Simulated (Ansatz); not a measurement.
Basis-set series for `Cc1ccc2ncccc2c1`. Charge 0, multiplicity 1. The structure was optimised at the PBE0-D4/def2-TZVP level.

```json
{"functional": "PBE0-D4", "basis": "def2-TZVPP", "functions": "467", "energy (Eh)": "-440.89879", "HOMO (eV)": "-6.69", "LUMO (eV)": "-1.47"}
{"functional": "PBE0-D4", "basis": "def2-QZVPP", "functions": "897", "energy (Eh)": "-440.92125", "HOMO (eV)": "-6.70", "LUMO (eV)": "-1.50"}
{"functional": "ωB97M-V", "basis": "def2-TZVPP", "functions": "467", "energy (Eh)": "-441.23169", "HOMO (eV)": "-8.64", "LUMO (eV)": "0.47"}
{"functional": "ωB97M-V", "basis": "def2-QZVPP", "functions": "897", "energy (Eh)": "-441.25250", "HOMO (eV)": "-8.65", "LUMO (eV)": "0.43"}
```

Task: Give the rows for def2-SVP. (An estimate is asked.)

Result: The calculation gave: 
| functional | basis | functions | energy (Eh) | HOMO (eV) | LUMO (eV) |
| --- | --- | --- | --- | --- | --- |
| PBE0-D4 | def2-SVP | 199 | -440.43206 | -6.67 | -1.38 |
| ωB97M-V | def2-SVP | 199 | -440.74542 | -8.61 | 0.61 |

Positive LUMOs are unbound and depend on the basis.

All numbers were calculated with Ansatz.
